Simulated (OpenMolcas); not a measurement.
# Ni4+: effect of the IPEA shift

```
Program             : OpenMolcas
Basis               : ANO-RCC-VTZP [6s5p3d2f1g]
Scalar Hamiltonian  : DKH2, point nucleus
Active space        : 12 electrons in 8 orbitals (RAS1 3p, at most 2 holes; RAS2 3d)
State averaging     : 2S+1 = 5 even, 5 roots; 2S+1 = 3 even, 45 roots; 2S+1 = 1 even, 44 roots
Spin-orbit coupling : RASSI with atomic mean-field integrals over the reference wave functions, term energies averaged over their components
```

Methods on the same reference wave functions:
A. RASSCF
B. MS-RASPT2, IPEA 0 Eh, imaginary shift 0.1 Eh (closed shells correlated: 3s)
C. MS-RASPT2, IPEA 0.25 Eh, imaginary shift 0.1 Eh (closed shells correlated: 3s)

Energies in eV above 3d6 5D4, the measured ground level; measured values from Corliss and Sugar, J. Phys. Chem. Ref. Data 10, 197 (1981).

| Level | A | B | C | Measured |
| --- | --- | --- | --- | --- |
| 3d6 5D4 | 0.0000 | 0.0000 | 0.0000 | 0.0000 |
| 3d6 5D3 | 0.1065 | 0.1069 | 0.1068 | 0.1103 |
| 3d6 5D2 | 0.1793 | 0.1796 | 0.1796 | 0.1847 |
| 3d6 5D1 | 0.2256 | 0.2258 | 0.2259 | 0.2320 |
| 3d6 5D0 | 0.2483 | 0.248 | 0.249 | 0.2551 |
| 3d6 3P2(1) | 3.4827 | 3.231 | 3.323 | 3.2426 |
| 3d6 3P1(1) | 3.7974 | 3.542 | 3.635 | 3.5580 |
| 3d6 3H6 | 3.9053 | 3.328 | 3.405 | 3.3614 |
| 3d6 3P0(1) | 3.9134 | 3.663 | 3.756 | 3.6749 |
| 3d6 3H5 | 3.9524 | 3.377 | 3.454 | 3.4193 |
| 3d6 3F3(1) | 4.0257 | 3.640 | 3.735 | 3.6663 |
| 3d6 3F2(1) | 4.0672 | 3.680 | 3.776 | 3.7070 |
| 3d6 3G5 | 4.6531 | 4.117 | 4.195 | 4.1233 |
| 3d6 3G4 | 4.7433 | 4.212 | 4.291 | 4.2231 |
| 3d6 3G3 | 4.7814 | 4.250 | 4.329 | 4.2671 |
| 3d6 1G4(1) | 5.5944 | 5.290 | 5.346 | 5.2331 |
| 3d6 3D1 | 5.6817 | 5.194 | 5.281 | 5.1703 |
| 3d6 3D2 | 5.6830 | 5.195 | 5.281 | 5.1611 |
| 3d6 3D3 | 5.7173 | 5.228 | 5.315 | 5.1974 |
| 3d6 1I6 | 5.8831 | 5.122 | 5.187 | 5.1146 |
| 3d6 1S0 | 5.9838 | 5.952 | 6.041 | 5.9140 |
| 3d6 1D2 | 6.7786 | 6.207 | 6.261 | 6.0265 |
| 3d6 1F3 | 8.0561 | 7.280 | 7.352 | 7.1817 |
| 3d6 3P0(2) | 9.1146 | 8.423 | 8.507 | 8.2744 |

Deviations, from unrounded energies. A percentage is the sum of absolute deviations over the sum of measured energies, with the sign that they share, or ± where signs differ.

```
                        Against measurement  Levels      A     B     C
             mean absolute deviation (cm-1)      23   3300   300   690
      fine structure of the ground term (%)       4   -2.9  -2.7  -2.7
other terms of the ground configuration (%)      19  +10.3  ±0.9  +2.2
```

B lies closest to measurement on these levels and A furthest from it. The largest miss of B in the table is 3d6 1D2, by +1500 cm-1. The ranking rests on the paired levels alone, and a cruder setting can come out closer through cancelling errors.

Between B and C the level of the table that moves most is 3d6 3F2(1), by 780 cm-1 (lowest in B, highest in C). Moves below CASPT2's spread within the term are not significant.

The mean deviations of B to C differ by less than CASPT2's widest spread within a term (770 cm-1), so their order carries little weight.

From A to B the spin-free energies of the other terms of 3d6 shown, above 5D, scale by factors of 0.85 to 1.00.

The lowest spin-free term lies below A's lowest term by 0.443 hartree in B, 0.438 hartree in C.

CASPT2 does not keep the components of a term degenerate, so their means are used; among the terms shown or strongly mixed into the levels shown the widest spread is 770 cm-1 (3d6 1I, C). Active for correlation alone: 3p; no level in the range computed is led by a configuration that opens it, so any true level of that kind is missing. The CASPT2 spread within a term exceeds the gap to the next term for 3d6 3P(1) and 3d6 3H, 3d6 3D and 3d6 1G(1), so the order of their levels is uncertain (figures for B; the like holds for C). Without dynamic correlation excited terms often stand tens of per cent too high (terms of higher spin than the ground term too low), and those without a measured partner can miss by more than the paired ones (holds for A). Computed and measured levels are paired by configuration, term and J; levels that our copy of the source lacks, or whose pairing is in doubt (as where it misses far off the trend of its configuration), stay unpaired and out of the deviations. Only configurations of the active space appear. The table leaves out levels that lie high or whose names do not pair safely across all columns.

A number in round brackets counts repeated terms of one configuration in the order of the reference energies.
